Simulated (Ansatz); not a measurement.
Reaction (formal exchange of groups at a P–O bond): `OPO` + `CC[SiH3]` → `CC[SiH2]PO` + H₂O

Program: Ansatz. Geometries: PBE0-D4/def2-TZVP. ΔE: electronic, gas phase. CCSD(T)/CBS adds triple-zeta CCSD(T) − MP2 to the extrapolated MP2 energy (def2 sets, frozen cores). This one scheme is used for every species. Functionals use def2-TZVPP. B3LYP here is the variant with VWN-RPA as its local correlation; programs differ in this. One conformer a species, not always the lowest.

Problem. Is it downhill or uphill in electronic energy at CCSD(T)/CBS, and by how much? (An estimate is asked.)

Solution. Computed: Uphill: ΔE = +0.24 eV.

Problem. What do these levels give: B3LYP-D4, ωB97X-V, SCS-MP2/def2-TZVPP, CCSD(T)/def2-TZVPP, MP2/def2-QZVPP, SCS-MP2/def2-QZVPP? (Best estimate.)

Solution. The calculation gave: B3LYP-D4 0.29, ωB97X-V 0.33, SCS-MP2/def2-TZVPP 0.37, CCSD(T)/def2-TZVPP 0.29, MP2/def2-QZVPP 0.27, SCS-MP2/def2-QZVPP 0.34 eV.

Largest T1 diagnostic among the species: 0.013.

In def2-TZVPP, CCSD(T) changes the Hartree–Fock value by −0.27 eV (the triples alone add −0.03 eV) and MP2 by −0.27 eV. The D4 term adds −0.12 eV with B3LYP and −0.07 eV with PBE0; it sums over pairs of atoms, weighted by their polarisabilities, and B3LYP, whose exchange is more repulsive, gets the larger term.
